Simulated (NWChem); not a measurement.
C₃H₅BO; SMILES B1(O)CC=C1

```xyz
10

O      0.1131    -1.8972     0.0000
B      0.0620    -0.5509     0.0000
C      1.1344     0.5702     0.0000
C      0.1181     1.4646     0.0000
C     -1.1077     0.5626     0.0000
H     -0.7613    -2.3005     0.0000
H      2.2116     0.7490     0.0000
H      0.1434     2.5645     0.0000
H     -1.7505     0.6510    -0.8932
H     -1.7505     0.6510     0.8932
```
Atoms are numbered in this order, from 1.

Program: NWChem. Geometry: optimised at PBE0/def2-SVP. Isolated, static molecule.

GIAO at PBE/pcSseg-1: principal shieldings of C4 are -128.2, -9.9, 153.2 ppm; an isolated tetramethylsilane molecule has σ = 180.0 ppm at the same levels.

**Question.** Find the isotropic 13C shift, its principal values, the span and the skew.

**Answer.** 
1. σ(iso) = one third of the sum = 5.0 ppm.
2. δ = σ(reference) − σ = 175.0 ppm against tetramethylsilane.
3. δ11, δ22, δ33 = 308.2, 189.9, 26.8 ppm.
4. Span Ω = δ11 − δ33 = 281.4 ppm; skew κ = 3(δ22 − δ(iso))/Ω = 0.16.
